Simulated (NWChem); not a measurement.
System: SnN2H5Cl; SMILES [NH2][SnH]([Cl])[NH2]

```xyz
9

Sn     0.0010    -0.2879     0.2650
N     -1.5715    -1.2648    -0.6302
N      1.7011    -1.1025    -0.5533
Cl    -0.0385     2.0740    -0.1864
H     -0.0478    -0.4910     1.9755
H     -2.4320    -1.1420    -0.0778
H     -1.7687    -0.8581    -1.5557
H      1.4985    -1.4041    -1.5176
H      2.4471    -0.3957    -0.6225
```
Atoms are numbered in this order, from 1.

Computed with NWChem. Structure relaxed at the PBE-D3(BJ)/def2-SVP level. def2 effective core potentials on Sn; no spin-orbit coupling. Level SCAN/def2-SVP: energy and gradient on several grids; changes count from the extra-fine grid, which is no exact limit either.

```tsv
grid	size of the energy change (μHa)	largest change of a gradient component (μHa/bohr)	time, medium = 1 (rough)
xcoarse	30000	20000	about 1
coarse	2000	2000	about 1
medium	5000	600	about 1
fine	600	300	about 1
xfine	< 10	< 30	3
```
